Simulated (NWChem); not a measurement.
System: PbSiH$_{4}$S, singlet; SMILES [SiH3][Pb][SH]

```xyz
7

Pb     0.5317     0.1668     0.0000
S     -1.6808     1.4052     0.0001
H     -1.1417     2.6460    -0.0024
Si    -0.8712    -2.1967     0.0001
H     -0.5207    -3.0079    -1.2144
H     -2.3581    -2.0182     0.0205
H     -0.4900    -3.0295     1.1905
```
Atoms are numbered in this order, from 1.

Computed with NWChem. Low-valent species are run as closed-shell singlets; no triplet was tried in these runs. Coordinates come from a PBE0/def2-SVP optimisation. def2 effective core potentials on Pb; no spin-orbit coupling. Ions are spin-unrestricted doublets at the neutral geometry; other ion states weren't tried. Functional: LC-ωPBE (HJS hole) with def2-SVP; rows give the range parameter ω in 1/bohr.

| range parameter (1/bohr) | vertical ionisation energy, ΔSCF (eV) | −ε(HOMO) (eV) | ΔSCF minus −ε(HOMO) (eV) |
|---|---|---|---|
| 0.05 | 8.17 | 6.24 | 1.93 |
| 0.25 | 8.32 | 8.14 | 0.18 |
| 0.30 | 8.37 | 8.40 | -0.03 |
| 0.35 | ___ | ___ | ___ |
| 0.80 | 8.60 | 9.28 | -0.68 |

**Question.** What belongs in the gaps?

**Answer.** 
- 0.35, vertical ionisation energy, ΔSCF (eV): 8.41
- 0.35, −ε(HOMO) (eV): 8.61
- 0.35, ΔSCF minus −ε(HOMO) (eV): -0.20
